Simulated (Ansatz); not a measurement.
# Which is lower?

Two relaxed structures of AlBH₄SO, closed shell (PBE0-D4/def2-TZVP; forces vanish, vibrations not checked).

A:

B1  (-0.670, 1.540, 0.179)
S2  (0.804, 1.205, -0.763)
Al3  (0.987, -0.983, -0.493)
O4  (-0.116, -1.881, 0.414)
H5  (-1.043, 2.672, 0.228)
H6  (-1.277, 0.681, 0.747)
H7  (2.187, -1.735, -1.169)
H8  (-0.872, -1.499, 0.856)
(Å)

B:

| atom | x (Å) | y (Å) | z (Å) |
| --- | --- | --- | --- |
| B1 | -1.0876 | 0.0245 | -0.9232 |
| S2 | 0.1719 | 1.1367 | -1.7513 |
| Al3 | 0.9662 | 0.1315 | 0.0025 |
| O4 | -0.6108 | -0.6031 | 0.1850 |
| H5 | 0.6917 | 1.6339 | 1.7388 |
| H6 | -2.1969 | -0.1017 | -1.3475 |
| H7 | 2.3164 | -0.2069 | 0.7235 |
| H8 | 0.3808 | 1.9897 | 1.1476 |

Ansatz 0.2.0; basis: def2-TZVPP; cores frozen in the correlated methods. B3LYP uses VWN-RPA correlation.

Q: Which structure is lower at CCSD(T), and by how much? (To be estimated.)

A: By the calculation: B, by 0.241 eV (electronic energy, against the other). By their contacts, A is AlBH₄SO ([BH2][S][AlH][OH]) and B is a complex of AlBH₂SO ([O]1[BH]2[S][AlH]12) + H₂.

All methods give the same order:

| method | E(B) − E(A) (eV) |
| --- | --- |
| PBE-D4 | -0.341 |
| r2SCAN-D4 | -0.345 |
| PBE0-D4 | -0.301 |
| B3LYP-D4 | -0.211 |
| wB97M-V | -0.302 |
| HF | -0.036 |
| MP2 | -0.309 |
| CCSD | -0.187 |
| CCSD(T) | -0.241 |

The T1 diagnostic stays at or below 0.015.

Labels in which every atom is bracketed show which atoms are joined, not bond orders.

For scale, one of the runs: CCSD(T)/def2-TZVPP, 202 basis functions, launched by `ansatz run in.yaml --threads 2 --pin off --events-out ev --progress --plain --max-ram 4352MiB`. Hardware: 2 CPU threads of an Arm Neoverse V1, shared host. Wall time 79 s; peak host memory 2.4 GiB.
